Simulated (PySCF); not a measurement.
**Dipole response of Cu⁻ (copper, charge -1)**

[Ar] 3d10 4s2, closed-shell 1S. Computed with PySCF 2.14 in aug-cc-pwCVTZ-DK with one added diffuse shell each of s, p, d, f, g type (11s10p8d5f4g, 152 functions), with the spin-free X2C one-electron Hamiltonian (Gaussian nucleus). Coupled (time-dependent) response in atomic units; α is the mean over directions.

```
method  mean α (bohr³)  C₆ (like pair)   S(−4)
   UHF           516.8           10050  279000
```

S(−4) is the Cauchy moment in α(ω) = α(0) + S(−4) ω² + …

α(iu) at UHF:

| u (hartree) | α(iu) (bohr³) |
| --- | --- |
| 0 | 516.8 |
| 0.0500 | 253.4 |
| 0.100 | 119.1 |
| 0.200 | 44.32 |
| 0.300 | 23.84 |
| 0.500 | 11.04 |
| 0.750 | 6.174 |
| 1.00 | 4.160 |
| 1.50 | 2.421 |
| 2.00 | 1.653 |
| 3.00 | 0.9549 |
| 5.00 | 0.4603 |

For an ion, C₆ is the dispersion term alone; charge-induced terms of lower order in 1/R come first.
